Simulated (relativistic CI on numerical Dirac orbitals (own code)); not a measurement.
## Energy levels of Rb⁵⁺

These numbers are calculated, not measured: Dirac-Coulomb-Breit CI, KLI orbitals optimised for each configuration, a model potential for QED, valence Slater integrals scaled by 0.85, P86 correlation energy added to each configuration (own radial code, finite nucleus).

Configurations in the expansion (outside the closed core [Ar] 3d10): 4s2.4p2, 4s.4p3, 4s2.4p.4d, 4p4, 4s.4p2.4d, 4s2.4p.4f, 4s2.4p.5s, 4s.4p2.4f, 4s2.4p.5p, 4p3.4d, 4s2.4p.5d, 4s2.4p.6s, 4s.4p2.5s, 4s2.4d2, 4s.4d3, 4s.4d2.4f, 4p2.4d2, 4p.4d3, 4p.4d2.4f, 4p.4d2.5s, 4s2.4f2, 4s.4d.4f2, 4s.4f3. Double excitations out of closed p, d and f shells are left out; levels of such configurations are missing from the list, as are those of other unlisted configurations, and high levels can miss mixing partners. These lack a partner that the ground configuration has and come out too high: 4s.4p2.5s, 4s2.4p.5p, 4s2.4p.5d, 4s2.4p.6s.

The lowest level is 4s2.4p2 3P_0, with 93 % of that term; Hund's rules for 4s2.4p2 give 3P with J = 0, in agreement.

| No. | Configuration | Term | J | E (cm⁻¹) | % | Lifetime (s) | jj configuration (%) |
| --- | --- | --- | --- | --- | --- | --- | --- |
| 1 | 4s2.4p2 | 3P | 0 | 0 | 93 |  | 4p1/2^2 (83) |
| 2 | 4s2.4p2 | 3P | 1 | 5081 | 98 | 4.44e-01 | 4p1/2 4p3/2 (98) |
| 3 | 4s2.4p2 | 3P | 2 | 9750 | 86 | 8.26e-01 | 4p1/2 4p3/2 (67) |
| 4 | 4s2.4p2 | 1D | 2 | 23389 | 86 | 4.76e-02 | 4p3/2^2 (66) |
| 5 | 4s2.4p2 | 1S | 0 | 43182 | 92 | 7.26e-03 | 4p3/2^2 (82) |
| 6 | 4s.4p3(4S°) | 5S° | 2 | 116595 | 99 | 1.05e-07 | 4s 4p1/2 4p3/2^2 (53) |
| 7 | 4s.4p3(2D°) | 3D° | 1 | 151505 | 87 | 9.90e-10 | 4s 4p3/2 (38) |
| 8 | 4s.4p3(2D°) | 3D° | 2 | 151635 | 85 | 1.11e-09 | 4s 4p1/2 4p3/2^2 (59) |
| 9 | 4s.4p3(2D°) | 3D° | 3 | 153332 | 91 | 1.26e-09 | 4s 4p1/2 4p3/2^2 (91) |
| 10 | 4s.4p3(2P°) | 3P° | 0 | 172220 | 92 | 4.73e-10 | 4s 4p1/2 4p3/2^2 (92) |
| 11 | 4s.4p3(2P°) | 3P° | 1 | 172694 | 87 | 4.64e-10 | 4s 4p1/2 4p3/2^2 (63) |
| 12 | 4s.4p3(2P°) | 3P° | 2 | 173199 | 79 | 5.15e-10 | 4s 4p3/2^3 (50) |
| 13 | 4s.4p3(2D°) | 1D° | 2 | 190845 | 64 | 2.43e-10 | 4s 4p1/2 4p3/2^2 (47) |
| 14 | 4s.4p3(4S°) | 3S° | 1 | 211798 | 80 | 3.19e-11 | 4s 4p1/2 4p3/2^2 (55) |
| 15 | 4s.4p3(2P°) | 1P° | 1 | 224713 | 73 | 4.79e-11 | 4s 4p3/2^3 (53) |
| 16 | 4s2.4p.4d | 3F° | 2 | 226822 | 97 | 1.82e-09 | 4p1/2 4d3/2 (78) |
| 17 | 4s2.4p.4d | 3F° | 3 | 230359 | 97 | 2.10e-09 | 4p1/2 4d5/2 (54) |
| 18 | 4s2.4p.4d | 3F° | 4 | 235731 | 98 | 2.95e-02 | 4p3/2 4d5/2 (98) |
| 19 | 4s2.4p.4d | 3P° | 2 | 252464 | 41 | 2.83e-11 | 4p1/2 4d5/2 (70) |
| 20 | 4s2.4p.4d | 3P° | 1 | 256540 | 44 | 2.35e-11 | 4p1/2 4d3/2 (68) |
| 21 | 4s2.4p.4d | 1D° | 2 | 259132 | 38 | 2.62e-11 | 4p3/2 4d5/2 (40) |
| 22 | 4s2.4p.4d | 3P° | 0 | 260980 | 90 | 2.96e-11 | 4p3/2 4d3/2 (90) |
| 23 | 4s2.4p.4d | 3P° | 1 | 262815 | 45 | 2.33e-11 | 4p3/2 4d3/2 (80) |
| 24 | 4s2.4p.4d | 3D° | 3 | 263648 | 88 | 2.00e-11 | 4p3/2 4d5/2 (54) |
| 25 | 4s2.4p.4d | 3D° | 2 | 264121 | 63 | 2.19e-11 | 4p3/2 4d3/2 (47) |
| 26 | 4s2.4p.4d | 1F° | 3 | 282058 | 95 | 1.81e-11 | 4p3/2 4d3/2 (39) |
| 27 | 4s2.4p.4d | 1P° | 1 | 285935 | 85 | 2.71e-11 | 4p3/2 4d5/2 (65) |
| 28 | 4s2.4p.5s | 3P° | 0 | 315755 | 100 | 6.24e-11 | 4p1/2 5s (100) |
| 29 | 4p4 | 3P | 2 | 316211 | 56 | 2.41e-10 | 4p3/2^2 (61) |
| 30 | 4s2.4p.5s | 3P° | 1 | 316981 | 83 | 5.14e-11 | 4p1/2 5s (96) |
| 31 | 4p4 | 3P | 1 | 323081 | 62 | 2.31e-10 | 4p1/2 4p3/2^3 (62) |
| 32 | 4p4 | 3P | 0 | 324272 | 60 | 2.23e-10 | 4p3/2^2 (35) |
| 33 | 4s2.4p.5s | 3P° | 2 | 326027 | 100 | 6.28e-11 | 4p3/2 5s (100) |
| 34 | 4p4 | 1D | 2 | 328550 | 59 | 3.91e-10 | 4p1/2 4p3/2^3 (62) |
| 35 | 4s2.4p.5s | 1P° | 1 | 329872 | 82 | 3.02e-11 | 4p3/2 5s (96) |
| 36 | 4s.4p2(3P)<4P>.4d | 5F | 1 | 334978 | 97 | 1.15e-08 | 4s 4p1/2^2 4d3/2 (43) |
| 37 | 4s.4p2(3P)<4P>.4d | 5F | 2 | 336080 | 93 | 1.03e-08 | 4s 4p1/2 4p3/2 4d3/2 (43) |
| 38 | 4s.4p2(3P)<4P>.4d | 5F | 3 | 337887 | 90 | 9.54e-09 | 4s 4p1/2 4p3/2 4d3/2 (41) |
| 39 | 4s.4p2(3P)<4P>.4d | 5F | 4 | 340599 | 91 | 5.46e-08 | 4s 4p1/2 4p3/2 4d5/2 (70) |
| 40 | 4s.4p2(3P)<4P>.4d | 5D | 0 | 344232 | 99 | 4.48e-09 | 4s 4p1/2 4p3/2 4d3/2 (83) |
| 41 | 4s.4p2(3P)<4P>.4d | 5F | 5 | 344239 | 99 | 1.64e-07 | 4s 4p3/2^2 4d5/2 (56) |
| 42 | 4s.4p2(3P)<4P>.4d | 5D | 1 | 344598 | 96 | 2.43e-09 | 4s 4p1/2 4p3/2 4d3/2 (65) |
| 43 | 4s.4p2(3P)<4P>.4d | 5D | 2 | 345254 | 91 | 1.38e-09 | 4s 4p1/2 4p3/2 4d3/2 (41) |
| 44 | 4s.4p2(3P)<4P>.4d | 5D | 3 | 346237 | 85 | 1.06e-09 | 4s 4p1/2 4p3/2 4d3/2 (25) |
| 45 | 4s.4p2(3P)<4P>.4d | 5D | 4 | 347869 | 85 | 5.53e-08 | 4s 4p1/2 4p3/2 4d5/2 (48) |
| 46 | 4s.4p2(3P)<4P>.4d | 3F | 2 | 357697 | 94 | 1.34e-09 | 4s 4p1/2 4p3/2 4d5/2 (37) |
| 47 | 4s.4p2(1D)<2D>.4d | 3F | 3 | 360260 | 91 | 1.29e-09 | 4s 4p1/2 4p3/2 4d5/2 (36) |
| 48 | 4p4 | 1S | 0 | 361256 | 61 | 3.10e-10 | 4p3/2^2 (34) |
| 49 | 4s2.4p.5p | 3D | 1 | 362435 | 52 | 2.37e-10 | 4p1/2 5p1/2 (92) |
| 50 | 4s.4p2(1D)<2D>.4d | 3F | 4 | 364118 | 88 | 2.76e-09 | 4s 4p3/2^2 4d5/2 (63) |
| 51 | 4s.4p2(3P)<4P>.4d | 5P | 3 | 365627 | 95 | 2.05e-11 | 4s 4p1/2 4p3/2 4d5/2 (49) |
| 52 | 4s.4p2(3P)<4P>.4d | 5P | 2 | 367590 | 96 | 2.01e-11 | 4s 4p1/2 4p3/2 4d3/2 (32) |
| 53 | 4s2.4p.5p | 3D | 1 | 367976 | 31 | 2.03e-10 | 4p1/2 5p3/2 (82) |
| 54 | 4s2.4p.5p | 3D | 2 | 368689 | 81 | 1.97e-10 | 4p1/2 5p3/2 (82) |
| 55 | 4s.4p2(3P)<4P>.4d | 5P | 1 | 368733 | 98 | 1.96e-11 | 4s 4p3/2^2 4d3/2 (43) |
| 56 | 4s2.4p.5p | 3P | 0 | 369275 | 92 | 1.81e-10 | 4p1/2 5p1/2 (84) |
| 57 | 4s.4p2(3P)<4P>.4d | 3P | 2 | 373737 | 69 | 3.66e-11 | 4s 4p1/2 4p3/2 4d5/2 (42) |
| 58 | 4s2.4p.5p | 3P | 1 | 374454 | 57 | 1.94e-10 | 4p3/2 5p1/2 (57) |
| 59 | 4s2.4p.5p | 3D | 3 | 376714 | 96 | 2.19e-10 | 4p3/2 5p3/2 (96) |
| 60 | 4s2.4p.5p | 3P | 2 | 377479 | 77 | 2.25e-10 | 4p3/2 5p1/2 (57) |
| 61 | 4s.4p2(3P)<4P>.4d | 3P | 1 | 378616 | 68 | 3.72e-11 | 4s 4p3/2^2 4d5/2 (24) |
| 62 | 4s2.4p.5p | 3S | 1 | 380269 | 83 | 1.99e-10 | 4p3/2 5p3/2 (54) |
| 63 | 4s.4p2(1D)<2D>.4d | 3G | 3 | 381633 | 79 | 1.95e-09 | 4s 4p1/2 4p3/2 4d3/2 (60) |
| 64 | 4s.4p2(3P)<4P>.4d | 3P | 0 | 381833 | 70 | 3.71e-11 | 4s 4p3/2^2 4d5/2 (38) |
| 65 | 4s.4p2(1D)<2D>.4d | 3G | 4 | 383093 | 83 | 1.36e-09 | 4s 4p1/2 4p3/2 4d5/2 (35) |
| 66 | 4s.4p2(1D)<2D>.4d | 3G | 5 | 384863 | 86 | 1.98e-09 | 4s 4p1/2 4p3/2 4d5/2 (48) |
| 67 | 4s2.4p.5p | 1D | 2 | 385498 | 87 | 2.25e-10 | 4p3/2 5p3/2 (63) |
| 68 | 4s.4p2(3P)<4P>.4d | 3D | 1 | 391412 | 94 | 4.02e-11 | 4s 4p1/2 4p3/2 4d5/2 (36) |
| 69 | 4s.4p2(3P)<4P>.4d | 3D | 3 | 391443 | 46 | 7.21e-11 | 4s 4p1/2 4p3/2 4d5/2 (53) |
| 70 | 4s.4p2(3P)<4P>.4d | 3D | 2 | 391539 | 88 | 3.83e-11 | 4s 4p1/2 4p3/2 4d5/2 (28) |

Energies count from the lowest computed level; ° marks odd parity; lifetimes are radiative, by E1, M1, E2 decay to levels of this space only. Percentages are summed over parent terms; the parents shown are those of the largest component, closed shells are left out there, and <> holds an intermediate term. Filled j subshells are mostly left out of the jj labels.

The mean weight of the leading LS term, summed over parents, in these 70 levels is 81 %, and that of the leading jj configuration (from the same eigenvectors) 60 %, so LS coupling describes them better.

At this charge configurations can still be misplaced by up to about 7 % of their energy. 13 of the 13 excited levels that our extract of the measured tables holds in this range could be paired (the sources list more); they are missed by 2373 cm⁻¹ on average and 4104 at most, and levels without a partner can miss by more.

Landé's interval rule says that E(J) − E(J−1) = AJ with one A. For the ground term the intervals give A = 5080.9, 2334.7 cm⁻¹ for J = 1, 2; the multiplet is regular.

LS names give the leading component of a level, which can be under half, so a name can repeat, a term be missing and a line seem to break the LS rules.
